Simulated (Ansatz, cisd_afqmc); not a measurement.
Species: BN, charge 0, triplet. BN (SMILES [B]=[N], triplet).
B3LYP-D3(BJ)/def2-TZVP minimum from Ansatz (a quantum-chemistry and plane-wave program):
```
B
N 1 1.3180
```
Charge 0, spin multiplicity 3.

Atomisation energy term by term, kcal/mol (programs: Ansatz, cisd_afqmc). Radicals and triplets start from unrestricted determinants; spin-orbit coupling is neglected. Correlated methods leave the cores frozen. Rows without X2C or -DK are non-relativistic. AFQMC/CISD: phaseless, guided by CISD from CCSD amplitudes; bars are statistical, one sigma. Outlying blocks are dropped, and bars are widened where a walk drifts. Over all cases where full CI ran beside it in this data, AFQMC minus full CI had a median of +0.1 mEh and passed +0.4 mEh in a tenth of the cases. CBS(X,Y): correlation extrapolated as X^-3, Hartree-Fock from the larger set (Q,5: extrapolated as (X+1)exp(-9√X)). A bracket is a step between two methods taken in the basis named. 'core' is core correlation in cc-pwCVTZ, 'X2C' scalar relativity in cc-pVTZ-DK, both at CCSD(T). Full CI freezes restricted core orbitals, also for open shells; the composite that ends in it estimates full CI at the basis-set limit. Where a partner has so few electrons that a lower coupled-cluster level is exact, that level stands in. The UHF reference of BN ([B]=[N], triplet) is spin-contaminated (<S^2> up to 0.05 over the pure value in the sets run).

| term | basis | kcal/mol |
|---|---|---|
| Hartree-Fock | CBS(cc-pVQZ,cc-pV5Z) | 52.84 |
| CCSD correlation | CBS(cc-pVQZ,cc-pV5Z) | 44.74 |
| (T) | CBS(cc-pVQZ,cc-pV5Z) | 6.17 |
| CCSDT(Q) - CCSD(T) | cc-pVQZ | 1.09 |
| FCI - CCSDT(Q) | cc-pVDZ | -0.10 |
| core correlation | cc-pwCVTZ | 1.06 |
| scalar relativity | X2C, cc-pVTZ-DK | -0.13 |
| sum: De |  | 105.7 |

The step beyond CCSD(T) by other levels: FCI in cc-pVDZ 1.27; CCSDTQ in cc-pVDZ 1.18; AFQMC/CISD in cc-pVDZ 0.59 ± 0.25; CCSDT(Q) in cc-pVDZ 1.37; AFQMC/CISD in cc-pVTZ 0.26 ± 0.25; CCSDT(Q) in cc-pVTZ 1.16 kcal/mol.
